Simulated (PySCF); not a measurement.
Simulation results for AlFH3NSi, AlFH2OSi, FH4Si2

All values are calculated (PySCF 2.14.0). Calculation on a computer-drawn molecule: the log of a Hartree-Fock and frozen-core CCSD(T) single point meant for a local Hartree-Fock minimum, with one planted fault or none, to be diagnosed. Offsets are logged minus clean, where the clean run is the same molecule without the fault. The reference is restricted for singlets and unrestricted otherwise, and also for a bond in bohr or an excited solution. Adding or removing an electron swaps singlet and doublet. The excited solution moves the top pair (singlet) or top alpha electron (doublet) to the lowest empty orbital. Highest occupied and lowest empty are orbital energies over both spins, largest force is the largest gradient component, triples share is (T) over the correlation energy, the T1 limit is 0.02 restricted and 0.045 unrestricted, electrons count all cores, a negative frequency is imaginary (commonest isotopes), and the dipole is about the centre of nuclear charge.

Common to all runs: meant multiplicity 1; logged SCF converged yes; possible faults no fault, one electron removed, one electron added, multiplicity raised by two, geometry at a saddle point, SCF held on an excited solution, minimal basis STO-3G, one bond length entered in bohr, all coordinates scaled.

(1) 
```xyz
7
formula=AlFH3NSi meant_charge=0 meant_basis=cc-pV(D+d)Z logged_electrons=46 logged_basis_functions=89 logged_spin_squared=2.0029 logged_highest_occupied=-6.288 logged_lowest_empty=-0.056915 logged_largest_force=0.01104 logged_T1_diagnostic=0.015918 logged_D1_diagnostic=0.04787 logged_triples_share=0.022934 logged_CC_converged=yes logged_dipole_magnitude=2.2061 logged_SCF_stable_within_its_kind=yes logged_energy_HF=-686.53915 logged_energy_CCSD(T)=-687.057 planted_fault=multiplicity_raised_by_two HF_energy_offset_from_clean_run=43.49 CCSD(T)_energy_offset_from_clean_run=61.47
F     -0.7777     2.7007     0.8090
Si     0.1011     1.8204    -0.2330
N      1.1552     0.9270     0.7693
Al     1.2847     0.9432     2.5973
H      0.7769     2.7685    -1.1389
H     -0.8443     0.9977    -1.0113
H      1.7845     0.3106     0.2730
```

Units: logged_highest_occupied, logged_lowest_empty in eV; logged_largest_force in hartree/bohr; logged_dipole_magnitude in debye; logged_energy_HF, logged_energy_CCSD(T) in hartree; HF_energy_offset_from_clean_run, CCSD(T)_energy_offset_from_clean_run in kcal/mol.

Drawn bonds:
```tsv
atom	other atom	order
1	2	1
2	3	1
3	4	1
2	5	1
2	6	1
3	7	1
```

(2) 
```xyz
6
formula=AlFH2OSi meant_charge=0 meant_basis=cc-pV(D+d)Z logged_electrons=46 logged_basis_functions=84 logged_spin_squared=0 logged_highest_occupied=-4.7569 logged_lowest_empty=-3.6853 logged_largest_force=0.012307 logged_dipole_magnitude=3.196 logged_SCF_stable_within_its_kind=no logged_energy_HF=-706.14422 planted_fault=SCF_held_on_an_excited_solution HF_energy_offset_from_clean_run=221
F     -1.3431    -0.8333     0.0690
Si    -2.3298     0.3540    -0.3990
O     -1.7200     1.7720     0.0826
Al    -0.9304     3.1747     0.6653
H     -3.6307     0.0956     0.2340
H     -2.4097     0.2831    -1.8647
```

Units: logged_highest_occupied, logged_lowest_empty in eV; logged_largest_force in hartree/bohr; logged_dipole_magnitude in debye; logged_energy_HF in hartree; HF_energy_offset_from_clean_run in kcal/mol.

Drawn bonds:
```tsv
atom	other atom	order
1	2	1
2	3	1
3	4	1
2	5	1
2	6	1
```

Notes: coupled-cluster numbers left out as unreliable.

(3) 
```xyz
7
formula=FH4Si2 meant_charge=-1 meant_basis=aug-cc-pV(D+d)Z logged_electrons=42 logged_basis_functions=27 logged_spin_squared=0 logged_highest_occupied=2.0575 logged_lowest_empty=17.865 logged_largest_force=0.029855 logged_T1_diagnostic=0.0090144 logged_D1_diagnostic=0.023155 logged_triples_share=0.015826 logged_CC_converged=yes logged_dipole_magnitude=3.0496 logged_SCF_stable_within_its_kind=yes logged_energy_HF=-671.39582 logged_energy_CCSD(T)=-671.51322 planted_fault=minimal_basis_STO-3G HF_energy_offset_from_clean_run=5212 CCSD(T)_energy_offset_from_clean_run=5447
F     -1.1745     2.3650     0.0517
Si    -0.6719     1.3335    -1.1377
Si     1.4600     0.3730    -0.7409
H     -1.8870     0.4637    -1.2991
H     -0.7029     2.2009    -2.3644
H      0.9572    -0.8196     0.0784
H      1.4492    -0.3221    -2.1107
```

Units: logged_highest_occupied, logged_lowest_empty in eV; logged_largest_force in hartree/bohr; logged_dipole_magnitude in debye; logged_energy_HF, logged_energy_CCSD(T) in hartree; HF_energy_offset_from_clean_run, CCSD(T)_energy_offset_from_clean_run in kcal/mol.

Drawn bonds:
```tsv
atom	other atom	order
1	2	1
2	3	1
2	4	1
2	5	1
3	6	1
3	7	1
```

Notes: highest electron not bound in this basis.
